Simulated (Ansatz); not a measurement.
A geometry relaxed with B3LYP-D3(BJ)/def2-TZVP in Ansatz (an electronic-structure program), charge 0, multiplicity 1:

```xyz
7

H     -2.4101    -0.6505     0.7754
S     -1.3701    -1.5012     0.7909
H      2.2159     0.1379    -0.1715
S     -0.5688     1.4062     0.0068
H      0.6393     1.9062    -0.2998
S      1.5836    -0.9890     0.1904
B     -0.0897    -0.3095     0.3130
```

**Question.** Write the SMILES of this molecule.

**Answer.** `SB(S)S`
